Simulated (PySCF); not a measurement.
## Re²⁺: excitation energy

Re²⁺ [Xe] 4f14 5d5 (6S) → Re²⁺ [Xe] 4f14 5d4 6s1 (6D), as a difference of total energies. All numbers are calculated (PySCF 2.14, scalar relativity through the core potential, in def2-TZVPPD with the def2 core potential (60 electrons)). Correlated levels: valence and next inner shell: nothing frozen outside the core potential. The calculations carry no spin-orbit coupling.

| method | excitation energy (eV) |
| --- | --- |
| UHF | 2.769 |
| MP2 (valence and next inner shell) | 2.639 |
| SCS-MP2 (valence and next inner shell) | 2.659 |
| CCSD (valence and next inner shell) | 2.638 |
| CCSD(T) (valence and next inner shell) | 2.628 |

Q: How much does correlation contribute at CCSD(T) (valence and next inner shell)?

A: 2.628 − (2.769) = -0.141 eV, measured against UHF.
